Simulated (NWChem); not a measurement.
C4H4F2; SMILES F[C@@H]1C=C[C@H]1F

```xyz
10

F     -1.7231     0.1669    -0.8857
C     -0.6643    -0.3986    -0.2358
C     -0.6178    -0.2618     1.2606
C      0.6178     0.2618     1.2606
C      0.6643     0.3986    -0.2358
F      1.7231    -0.1669    -0.8857
H     -0.5207    -1.4250    -0.6138
H     -1.3359    -0.5237     2.0407
H      1.3359     0.5237     2.0407
H      0.5207     1.4250    -0.6138
```
Atoms are numbered in this order, from 1.

Program: NWChem. All runs use the structure optimised with PBE0/def2-SVP. Level: PBE0/def2-SVP with SMD (1 M gas to 1 M solution), gas-phase geometry.

For solvent toluene:

| Property | Result |
|---|---|
| solvation free energy (kcal/mol) | -4.1 |
| cavity-dispersion-structure term (kcal/mol) | -1.4 |
| dipole in solution (D) | 2.01 |

Problem. How do the values read with solvent water instead?

Solution. 
* **solvation free energy (kcal/mol)**: -1.2
* **cavity-dispersion-structure term (kcal/mol)**: 3.5
* **dipole in solution (D)**: 2.18
